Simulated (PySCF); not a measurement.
# Simulated characterisation data

PySCF calculation with geometry: GFN2-xTB and GIAO PBE0/pcSseg-1 shieldings; isolated molecule, single conformer, averaged over atoms made equivalent by symmetry, fast rotation or ring inversion, relativity neglected.

δ = σ(ref) − σ, references computed at the same level: $^{1}$H (σ = 31.72 ppm) and $^{13}$C (σ = 186.93 ppm) vs TMS. Splittings of carbon signals by F and P are missing where no couplings were computed. Where no couplings were computed, multiplicities follow the n + 1 count of equivalent neighbours, and m marks all less simple cases (inequivalent or close neighbours, rings, F or P nearby). Shifts are as computed. Against solution values, carbons near 30 ppm lie about +3 ppm off and those near 130 ppm about +5 ppm. Of 1211 compounds with measured shifts, 218 miss one by over three times the rms of a fit or turn the order of signals round; such compounds aren't used in these exercises.

Compound 1 (C₅H₉O₂PSi). $^{1}$H NMR (400 MHz, computed): δ 4.35 (m, 3H), 3.11 (m, 3H), 2.56 (m, 3H). $^{13}$C{$^{1}$H} NMR (computed): δ 220.7, 182.7, 158.4, 40.0, 17.9. Structure: SMILES CC(=O)[P@]1(=O)C(C)=C1[SiH3].

Compound 2 (CH₁₂O₂Si₅). $^{1}$H NMR (400 MHz, computed): δ 6.63 (m, 1H), 6.39 (m, 1H), 5.08 (s, 3H), 4.79 (m, 2H), 3.93 (m, 2H), 3.79 (s, 3H). $^{13}$C{$^{1}$H} NMR (computed): δ 55.3 (CH3). Structure: `CO[Si@H]1[SiH2][Si@@H](O[SiH3])[SiH2]1`.
